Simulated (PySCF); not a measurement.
CH8FNSi2, SMILES [SiH2](F)[C@@H]([SiH3])N.

Geometry optimised at PBE-D3(BJ)/def2-SVP. The structure was generated by enumeration; whether it is a known compound was not checked. One conformer was computed; it need not be the lowest.

All values below come from PySCF with PBE-D3(BJ)/def2-SVP.

Frequencies are harmonic and unscaled.

| mode | ν (cm⁻¹) | IR (km/mol) | Raman (Å⁴/amu) | depolarisation | moving atoms (share of kinetic energy) |
|---|---|---|---|---|---|
| 1 | 74 | 1.0 | 0.3 | 0.72 | F 40 %, H 28 %, Si 25 % |
| 2 | 93 | 10.3 | 0.4 | 0.75 | H 30 %, F 28 %, Si 21 %, N 16 % |
| 3 | 137 | 9.4 | 0.3 | 0.75 | H 78 %, N 14 % |
| 4 | 178 | 6.2 | 0.1 | 0.33 | Si 40 %, H 33 %, N 17 % |
| 5 | 226 | 2.2 | 0.7 | 0.67 | Si 27 %, H 26 %, N 22 %, C 13 %, F 12 % |
| 6 | 289 | 12.7 | 0.6 | 0.28 | H 68 %, Si 9 %, C 8 % |
| 7 | 300 | 19.9 | 2.7 | 0.58 | H 40 %, N 24 %, F 15 %, C 12 %, Si 8 % |
| 8 | 513 | 5.5 | 15.2 | 0.32 | H 43 %, Si 39 %, C 13 % |
| 9 | 537 | 3.9 | 3.3 | 0.70 | H 84 %, Si 14 % |
| 10 | 616 | 58.7 | 9.1 | 0.72 | H 68 %, Si 18 %, N 9 % |
| 11 | 702 | 108.4 | 8.5 | 0.17 | H 69 %, C 13 %, Si 12 % |
| 12 | 723 | 40.9 | 14.8 | 0.58 | H 84 % |
| 13 | 754 | 47.9 | 5.7 | 0.74 | H 42 %, C 38 %, Si 16 % |
| 14 | 805 | 25.8 | 7.4 | 0.60 | H 53 %, C 23 %, N 12 %, Si 9 % |
| 15 | 831 | 18.7 | 7.1 | 0.72 | F 45 %, H 32 %, Si 19 % |
| 16 | 867 | 266.4 | 10.8 | 0.72 | H 88 %, Si 9 % |
| 17 | 897 | 30.6 | 21.4 | 0.73 | H 97 % |
| 18 | 909 | 154.8 | 14.8 | 0.75 | H 84 %, Si 12 % |
| 19 | 919 | 34.9 | 16.7 | 0.74 | H 93 % |
| 20 | 928 | 135.2 | 10.4 | 0.72 | H 80 %, Si 15 % |
| 21 | 1025 | 35.3 | 8.1 | 0.71 | H 80 %, C 15 % |
| 22 | 1058 | 0.5 | 5.4 | 0.72 | C 38 %, H 31 %, N 31 % |
| 23 | 1191 | 11.9 | 3.9 | 0.34 | H 68 %, C 22 %, N 9 % |
| 24 | 1241 | 2.7 | 11.0 | 0.17 | H 73 %, C 21 % |
| 25 | 1583 | 19.5 | 10.5 | 0.72 | H 93 % |
| 26 | 2142 | 128.6 | 157.6 | 0.21 | H 97 % |
| 27 | 2161 | 121.0 | 207.1 | 0.17 | H 97 % |
| 28 | 2173 | 41.9 | 107.5 | 0.14 | H 97 % |
| 29 | 2185 | 72.2 | 85.9 | 0.48 | H 96 % |
| 30 | 2198 | 120.5 | 109.6 | 0.32 | H 96 % |
| 31 | 2876 | 33.2 | 135.2 | 0.30 | H 93 % |
| 32 | 3401 | 1.9 | 175.8 | 0.13 | H 96 % |
| 33 | 3483 | 4.6 | 91.4 | 0.74 | H 91 %, N 9 % |
